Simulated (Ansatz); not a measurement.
Ge(F)(Cl)(OH)2 (ClFGeH2O2), SMILES [OH][Ge]([OH])([F])[Cl].

Geometry: B3LYP-D3(BJ)/def2-SVP. The structure was generated by enumeration, and PubChem lists no compound with its InChIKey, so it may never have been made. One conformer was computed; it need not be the lowest.

Two levels are set side by side: PBE/def2-SVPD (Ansatz, a first-principles code) and PBE0/def2-SVPD (Ansatz). Energy differences of separate SCF runs at the same geometry; the states with an electron removed or added have multiplicity 2 and 2. Differences are taken from unrounded values.

```csv
quantity,PBE0
vertical ionisation energy (eV),12.09
vertical singlet–triplet gap (eV),6.61
```

**Question.** What does PBE give, and how far is it from PBE0? (Estimate from the structure and the level; the computed values follow.)

**Answer.** 
```tsv
quantity	PBE	PBE minus PBE0
vertical ionisation energy (eV)	11.37	-0.72
vertical singlet–triplet gap (eV)	5.79	-0.82
```
